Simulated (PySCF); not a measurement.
Continuum solvent and chemical shifts

Numbering as in the mapped SMILES `[H]/[N:1]=[CH:2]\[SiH2:3][PH2:4]`. Hydrogens are named by the atom that carries them.

GIAO PBE0/pcSseg-1 in PySCF 2.14.0 with density-fitted response routines on one PBE0-D3(BJ)/def2-SVP conformer, non-relativistic, equivalent nuclei averaged. Solvents enter as an IEF-PCM continuum (chloroform with ε = 4.7, tetrahydrofuran with ε = 7.4) around the gas-phase geometry. Shifts are referred to TMS computed in the same medium.

Gas phase, δ in ppm: C2 193.2, Si3 -47.2, H(N1) 12.43, H(C2) 9.01, H(Si3) 4.28, H(P4) 1.69. Dipole moment 0.93 D.

Problem. How does each δ change in the continuum?

Solution. 
```json
{"atoms": "C2", "environment": "C=N carbon", "Δδ, chloroform": "+4.9", "Δδ, tetrahydrofuran": "+5.7"}
{"atoms": "Si3", "environment": "silicon bonded to C, P, 2 H", "Δδ, chloroform": "+0.6", "Δδ, tetrahydrofuran": "+0.7"}
{"atoms": "H(N1)", "environment": "hydrogen on an imine nitrogen", "Δδ, chloroform": "-0.27", "Δδ, tetrahydrofuran": "-0.31"}
{"atoms": "H(C2)", "environment": "hydrogen on a C=N carbon", "Δδ, chloroform": "+0.09", "Δδ, tetrahydrofuran": "+0.11"}
{"atoms": "H(Si3)", "environment": "hydrogen on a silicon bonded to C, P", "Δδ, chloroform": "+0.03", "Δδ, tetrahydrofuran": "+0.03"}
{"atoms": "H(P4)", "environment": "hydrogen on a phosphorus bonded to Si", "Δδ, chloroform": "+0.20", "Δδ, tetrahydrofuran": "+0.23"}
```

Changes are relative to the gas phase. The dipole moment becomes 1.09 D in chloroform, 1.11 D in tetrahydrofuran.

Problem. Which nuclei move most (in ppm), and what does the model miss?

Solution. C2 (C=N carbon, +5.7 ppm) in tetrahydrofuran. A continuum only polarises the solute; specific hydrogen bonds, the anisotropy of aromatic solvents and changes of geometry or conformer are outside it.
